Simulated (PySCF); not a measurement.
Spin states and ions at one geometry of [Re(OH)6]+

PySCF 2.14.0, RKS TPSS, Re def2-SVP with ECP60, O def2-SVP, H def2-SVP; non-relativistic Hamiltonian with scalar-relativistic core potentials where named; density fitting; no spin-orbit coupling; singlets restricted, open shells unrestricted. The geometry is relaxed for charge +1, singlet, vacuum:

```xyz
13

Re   -0.1398   -0.1227   -0.1210
O     0.3131   -0.3770    1.7207
H     0.3843    0.4120    2.2995
O    -0.1153   -0.0901   -1.9782
H     0.6304   -0.1083   -2.6174
O     1.7263    0.1833   -0.4175
H     2.3329    0.1547    0.3531
O    -0.2640    1.7417    0.2886
H     0.5555    2.2809    0.2700
O    -1.9870    0.0538   -0.0328
H    -2.5677    0.8461   -0.0101
O    -0.1967   -1.9772   -0.0385
H    -0.1913   -2.5987    0.7223
```

Energies count from the relaxed state; an electron taken off or put on is at rest in vacuum. Charges and spins are Mulliken's.

```tsv
state	energy (eV)	spin squared	charge on Re1 (e)	spin on Re1 (e)	dipole about the centre of mass (D)
charge +1, singlet, vacuum	0.00	0.00	1.32	0.00	2.74
charge +1, triplet, vacuum	2.73	2.01	1.23	0.64	3.18
```

Q: What does the state charge 0, doublet, vacuum give?

A: energy (eV) -6.75, spin squared 0.75, charge on Re1 (e) 1.12, spin on Re1 (e) 0.72, dipole about the centre of mass (D) 2.50.

With an electron put on (doublet) the charges change, summed by element, by Re -0.20 e, O -0.48 e, H -0.32 e. The vertical electron affinity is 6.75 eV, against −ε(LUMO) = 9.77 eV of the relaxed state.

Open shells may have lower solutions than those found.

No frequency check is given that shows the relaxed geometry to be a minimum.
